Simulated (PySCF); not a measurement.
## Atomic charges against the basis set

Compound: C2H6BNSi.
Geometry (PBE0-D3(BJ)/def2-SVP, Å), atoms numbered from 1 in this order:
```xyz
11
C2H6BNSi angstrom
N     -2.593    0.574    0.882
B     -1.895   -0.100   -0.114
C     -0.361   -0.151   -0.097
C      0.863   -0.200   -0.096
Si     2.692   -0.278   -0.093
H     -2.138    1.055    1.647
H     -3.602    0.627    0.899
H     -2.516   -0.647   -0.996
H      3.214   -0.093   -1.478
H      3.247    0.795    0.785
H      3.130   -1.606    0.429
```

PBE0 throughout (PySCF), one geometry, spherical d and f functions. Geometry: PBE0-D3(BJ)/def2-SVP; no solvent, vibrations or thermal averaging. Atoms taken as equivalent share a column and are averaged. The first 7 of 8 kinds of atom are listed.

Mulliken charges (e):

```json
{"basis": "STO-3G", "functions": "35", "N1": "-0.447", "B2": "+0.223", "C3": "-0.154", "C4": "-0.250", "Si5": "+0.567", "H6/H7": "+0.216", "H8": "-0.053"}
{"basis": "6-31G", "functions": "61", "N1": "-0.822", "B2": "+0.364", "C3": "-0.219", "C4": "-0.274", "Si5": "+0.570", "H6/H7": "+0.340", "H8": "-0.027"}
{"basis": "pcSseg-0", "functions": "61", "N1": "-0.810", "B2": "+0.498", "C3": "-0.450", "C4": "-0.407", "Si5": "+0.623", "H6/H7": "+0.332", "H8": "+0.027"}
{"basis": "6-31G*", "functions": "86", "N1": "-0.755", "B2": "+0.141", "C3": "+0.034", "C4": "-0.237", "Si5": "+0.295", "H6/H7": "+0.358", "H8": "-0.012"}
{"basis": "cc-pVDZ", "functions": "104", "N1": "0.000", "B2": "-0.077", "C3": "-0.006", "C4": "-0.208", "Si5": "+0.243", "H6/H7": "+0.107", "H8": "-0.034"}
{"basis": "def2-SVP", "functions": "104", "N1": "-0.094", "B2": "-0.099", "C3": "-0.137", "C4": "-0.124", "Si5": "+0.385", "H6/H7": "+0.143", "H8": "-0.025"}
{"basis": "aug-cc-pVDZ", "functions": "173", "N1": "-0.025", "B2": "-0.398", "C3": "+0.849", "C4": "-0.664", "Si5": "-0.654", "H6/H7": "-0.008", "H8": "+0.390"}
{"basis": "6-311+G(2d,p)", "functions": "179", "N1": "-0.627", "B2": "+0.230", "C3": "-0.347", "C4": "+0.024", "Si5": "+0.368", "H6/H7": "+0.256", "H8": "+0.001"}
{"basis": "def2-TZVP", "functions": "197", "N1": "-0.438", "B2": "+0.074", "C3": "-0.141", "C4": "-0.196", "Si5": "+0.229", "H6/H7": "+0.250", "H8": "+0.015"}
{"basis": "cc-pVTZ", "functions": "238", "N1": "-0.209", "B2": "+0.008", "C3": "-0.144", "C4": "-0.110", "Si5": "+0.223", "H6/H7": "+0.164", "H8": "-0.015"}
{"basis": "IGLO-III", "functions": "244", "N1": "-0.485", "B2": "+0.408", "C3": "-0.276", "C4": "-0.265", "Si5": "+0.712", "H6/H7": "+0.216", "H8": "-0.070"}
```

IAO charges (e):

```json
{"basis": "STO-3G", "functions": "35", "N1": "-0.438", "B2": "+0.108", "C3": "-0.141", "C4": "-0.300", "Si5": "+0.653", "H6/H7": "+0.233", "H8": "+0.002"}
{"basis": "6-31G", "functions": "61", "N1": "-0.521", "B2": "+0.092", "C3": "-0.111", "C4": "-0.290", "Si5": "+0.467", "H6/H7": "+0.280", "H8": "+0.012"}
{"basis": "pcSseg-0", "functions": "61", "N1": "-0.478", "B2": "+0.067", "C3": "-0.103", "C4": "-0.299", "Si5": "+0.461", "H6/H7": "+0.270", "H8": "+0.009"}
{"basis": "6-31G*", "functions": "86", "N1": "-0.518", "B2": "+0.109", "C3": "-0.109", "C4": "-0.325", "Si5": "+0.602", "H6/H7": "+0.276", "H8": "+0.006"}
{"basis": "cc-pVDZ", "functions": "104", "N1": "-0.505", "B2": "+0.087", "C3": "-0.108", "C4": "-0.327", "Si5": "+0.596", "H6/H7": "+0.277", "H8": "+0.011"}
{"basis": "def2-SVP", "functions": "104", "N1": "-0.495", "B2": "+0.086", "C3": "-0.104", "C4": "-0.325", "Si5": "+0.610", "H6/H7": "+0.273", "H8": "+0.007"}
{"basis": "aug-cc-pVDZ", "functions": "173", "N1": "-0.532", "B2": "+0.095", "C3": "-0.113", "C4": "-0.326", "Si5": "+0.598", "H6/H7": "+0.285", "H8": "+0.012"}
{"basis": "6-311+G(2d,p)", "functions": "179", "N1": "-0.535", "B2": "+0.098", "C3": "-0.113", "C4": "-0.336", "Si5": "+0.630", "H6/H7": "+0.286", "H8": "+0.012"}
{"basis": "def2-TZVP", "functions": "197", "N1": "-0.534", "B2": "+0.100", "C3": "-0.111", "C4": "-0.338", "Si5": "+0.639", "H6/H7": "+0.285", "H8": "+0.011"}
{"basis": "cc-pVTZ", "functions": "238", "N1": "-0.532", "B2": "+0.099", "C3": "-0.111", "C4": "-0.334", "Si5": "+0.624", "H6/H7": "+0.285", "H8": "+0.011"}
{"basis": "IGLO-III", "functions": "244", "N1": "-0.537", "B2": "+0.099", "C3": "-0.112", "C4": "-0.337", "Si5": "+0.638", "H6/H7": "+0.287", "H8": "+0.012"}
```

Some averages cover members that differ in this geometry, most widely: H6/H7, Mulliken in aug-cc-pVDZ -0.065 to +0.048 e.

Which scheme is steadiest as the basis changes?

Largest range over the bases for any column: IAO 0.19 e, Mulliken 1.37 e. IAO charges move least and Mulliken charges most, counted in e. Without the minimal STO-3G basis the ranges are IAO 0.18, Mulliken 1.37 e.

How much do the charges still move between the two largest bases, cc-pVTZ and IGLO-III?

At most, over all atoms: Mulliken 0.490 e, IAO 0.014 e.

What do the same runs give for the total energy, the frontier levels and the dipole moment?

```
        basis  energy (Eh)  HOMO (eV)  LUMO (eV)  μ (D)
       STO-3G    -443.2707      -5.17       2.67   1.97
        6-31G    -448.4960      -7.51      -0.66   2.22
     pcSseg-0    -447.8936      -7.82      -0.89   2.24
       6-31G*    -448.5592      -7.50      -0.81   2.33
      cc-pVDZ    -448.5907      -7.61      -0.94   2.33
     def2-SVP    -448.3792      -7.70      -1.01   2.37
  aug-cc-pVDZ    -448.6025      -7.77      -1.19   2.03
6-311+G(2d,p)    -448.6427      -7.81      -1.23   2.09
    def2-TZVP    -448.6555      -7.80      -1.18   2.14
      cc-pVTZ    -448.6538      -7.77      -1.13   2.17
     IGLO-III    -448.6603      -7.81      -1.22   2.09
```

The dipole is fixed by the density alone, so its range of 0.40 D shows that the density itself changes with the basis, not only its division among atoms.
